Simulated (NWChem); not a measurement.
System: diarsenic (As₂); SMILES [As]#[As]

NWChem input:

```
start job
memory heap 200 mb stack 700 mb global 900 mb
geometry units angstroms noautoz
  As     0.000000     0.000000     1.059269
  As     0.000000     0.000000    -1.059269
end
basis spherical
  As library def2-tzvp
end
dft
  xc xpbe96 cpbe96
  iterations 150
  grid medium becke
end
task dft gradient
```

Parts of the log:

```
             Northwest Computational Chemistry Package (NWChem) 7.3.0
             --------------------------------------------------------

 ORDER OF PRIMARY AXIS IS BEING SET TO 4
 D4H symmetry detected

                             Geometry "geometry" -> ""
                             -------------------------

 Output coordinates in angstroms (scale by  1.889725989 to convert to a.u.)

  No.       Tag          Charge          X              Y              Z
 ---- ---------------- ---------- -------------- -------------- --------------
    1 As                  33.0000     0.00000000     0.00000000     1.05926900
    2 As                  33.0000     0.00000000     0.00000000    -1.05926900

 Effective nuclear repulsion energy (a.u.)     272.0149575607

      Symmetry information
      --------------------

 Group name             D4h
 Group number             28
 Group order              16
 No. of unique centers     1

  pbe96 is a nonlocal functional; adding pw91lda local functional.

                                 NWChem DFT Module
                                 -----------------

 Summary of "ao basis" -> "ao basis" (spherical)
 ------------------------------------------------------------------------------
       Tag                 Description            Shells   Functions and Types
 ---------------- ------------------------------  ------  ---------------------
 As                        def2-tzvp                16       48   6s5p4d1f

      Symmetry analysis of basis
      --------------------------

        a1g        16
        a1u         0
        a2g         0
        a2u        16
        b1g         5
        b1u         5
        b2g         5
        b2u         5
        eg         22
        eu         22

            General Information
            -------------------
          SCF calculation type: DFT
          Wavefunction type:  closed shell.
          No. of atoms     :     2
          No. of electrons :    66
           Alpha electrons :    33
            Beta electrons :    33
          Charge           :     0
          Spin multiplicity:     1
          Use of symmetry is: on ; symmetry adaption is: on
          Maximum number of iterations: 150
          AO basis - number of functions:    96
                     number of shells:    32
          Convergence on energy requested:  1.00D-06
          Convergence on density requested:  1.00D-05
          Convergence on gradient requested:  5.00D-04

              XC Information
              --------------
          PerdewBurkeErnzerhof Exchange Functional  1.000
            Perdew 1991 LDA Correlation Functional  1.000 local
           PerdewBurkeErnz. Correlation Functional  1.000 non-local

             Grid Information
             ----------------
          Grid used for XC integration:  medium
          Radial quadrature: Mura-Knowles
          Angular quadrature: Lebedev.
          Tag              B.-S. Rad. Rad. Pts. Rad. Cut. Ang. Pts.
          ---              ---------- --------- --------- ---------
          As                  1.15      112           8.0       590
          Grid pruning is: on
          Number of quadrature shells:   112
          Spatial weights used: Becke

      Superposition of Atomic Density Guess
      -------------------------------------

 Sum of atomic energies:       -4468.27460829

      Non-variational initial energy
      ------------------------------

 Total energy =   -4468.477441
 1-e energy   =   -6772.288502
 2-e energy   =    2031.796104
 HOMO         =      -0.273793
 LUMO         =      -0.071418

      Symmetry analysis of molecular orbitals - initial
      -------------------------------------------------

 !! scf_movecs_sym_adapt:   20 vectors were symmetry contaminated

  Symmetry fudging

 !! scf_movecs_sym_adapt:   12 vectors were symmetry contaminated

  Numbering of irreducible representations:

     1 a1g         2 a1u         3 a2g         4 a2u         5 b1g
     6 b1u         7 b2g         8 b2u         9 eg         10 eu

  Orbital symmetries:

     1 a2u         2 a1g         3 a2u         4 a1g         5 a2u
     6 a1g         7 eg          8 eg          9 eu         10 eu
    11 a1g        12 a2u        13 a1g        14 a2u        15 eu
    16 eu         17 eg         18 eg         19 a1g        20 eu
    21 eu         22 eg         23 eg         24 b2g        25 b1g
    26 b1u        27 b2u        28 a2u        29 a1g        30 a2u
    31 eu         32 eu         33 a1g        34 eg         35 eg
    36 a2u        37 a1g        38 b1g        39 b2g        40 eu
    41 eu         42 a2u        43 a1g

   convergence    iter        energy       DeltaE   RMS-Dens  Diis-err
 ---------------- ----- ----------------- --------- --------- ---------
 d= 0,ls=0.0,diis     1  -4471.0656328146 -4.74D+03  5.29D-03  1.04D+00
 d= 0,ls=0.0,diis     2  -4471.0922369773 -2.66D-02  2.23D-03  1.53D-01
 d= 0,ls=0.0,diis     3  -4471.0963788286 -4.14D-03  6.58D-04  4.00D-02
 d= 0,ls=0.0,diis     4  -4471.0976882925 -1.31D-03  2.40D-04  5.35D-04
 d= 0,ls=0.0,diis     5  -4471.0977318339 -4.35D-05  3.16D-05  1.62D-05
  Resetting Diis
 d= 0,ls=0.0,diis     6  -4471.0977343030 -2.47D-06  2.50D-06  1.03D-07
 d= 0,ls=0.0,diis     7  -4471.0977343167 -1.37D-08  2.19D-07  2.65D-10

         Total DFT energy =    -4471.097734316670
      One electron energy =    -6771.159688940770
           Coulomb energy =     2193.428765205274
    Exchange-Corr. energy =     -165.381768141845
 Nuclear repulsion energy =      272.014957560672

 Numeric. integr. density =       66.000001094403

                  Occupations of the irreducible representations
                  ----------------------------------------------

                     irrep           alpha         beta
                     --------     --------     --------
                     a1g               8.0          8.0
                     a1u               0.0          0.0
                     a2g               0.0          0.0
                     a2u               7.0          7.0
                     b1g               1.0          1.0
                     b1u               1.0          1.0
                     b2g               1.0          1.0
                     b2u               1.0          1.0
                     eg                6.0          6.0
                     eu                8.0          8.0

                       DFT Final Molecular Orbital Analysis
                       ------------------------------------

 Vector   31  Occ=2.000000D+00  E=-2.469052D-01  Symmetry=a1g
              MO Center=  9.6D-16,  2.5D-15, -4.7D-16, r^2= 3.6D+00
   Bfn.  Coefficient  Atom+Function         Bfn.  Coefficient  Atom+Function
  ----- ------------  ---------------      ----- ------------  ---------------
    18      0.380357  1 As pz                66     -0.380357  2 As pz
    21      0.272848  1 As pz                69     -0.272848  2 As pz
     6      0.266391  1 As s                 54      0.266391  2 As s
    12     -0.238168  1 As pz                60      0.238168  2 As pz
     5      0.098303  1 As s                 53      0.098303  2 As s

 Vector   32  Occ=2.000000D+00  E=-2.374720D-01  Symmetry=eu
              MO Center= -3.0D-15,  2.8D-15,  3.3D-15, r^2= 2.8D+00
   Bfn.  Coefficient  Atom+Function         Bfn.  Coefficient  Atom+Function
  ----- ------------  ---------------      ----- ------------  ---------------
    16      0.274223  1 As px                64      0.274223  2 As px
    19      0.229620  1 As px                67      0.229620  2 As px
    17     -0.225440  1 As py                65     -0.225440  2 As py
    20     -0.188772  1 As py                68     -0.188772  2 As py
    10     -0.164490  1 As px                58     -0.164490  2 As px

 Vector   33  Occ=2.000000D+00  E=-2.374720D-01  Symmetry=eu
              MO Center= -1.1D-15, -2.5D-16, -2.6D-14, r^2= 2.8D+00
   Bfn.  Coefficient  Atom+Function         Bfn.  Coefficient  Atom+Function
  ----- ------------  ---------------      ----- ------------  ---------------
    17      0.274223  1 As py                65      0.274223  2 As py
    20      0.229620  1 As py                68      0.229620  2 As py
    16      0.225440  1 As px                64      0.225440  2 As px
    19      0.188772  1 As px                67      0.188772  2 As px
    11     -0.164490  1 As py                59     -0.164490  2 As py

 Vector   34  Occ=0.000000D+00  E=-1.240558D-01  Symmetry=eg
              MO Center=  5.5D-16, -3.0D-15, -9.9D-16, r^2= 3.7D+00
   Bfn.  Coefficient  Atom+Function         Bfn.  Coefficient  Atom+Function
  ----- ------------  ---------------      ----- ------------  ---------------
    19      0.394858  1 As px                67     -0.394858  2 As px
    16      0.303841  1 As px                64     -0.303841  2 As px
    20     -0.295354  1 As py                68      0.295354  2 As py
    17     -0.227273  1 As py                65      0.227273  2 As py
    10     -0.182081  1 As px                58      0.182081  2 As px

[...]

                         DFT ENERGY GRADIENTS

    atom               coordinates                        gradient
                 x          y          z           x          y          z
   1 As      0.000000   0.000000   2.001728    0.000000   0.000000   0.000186
   2 As      0.000000   0.000000  -2.001728    0.000000   0.000000  -0.000186
```

Level: PBE/def2-TZVP. The geometry was optimised at B3LYP/6-31G* (spherical d).
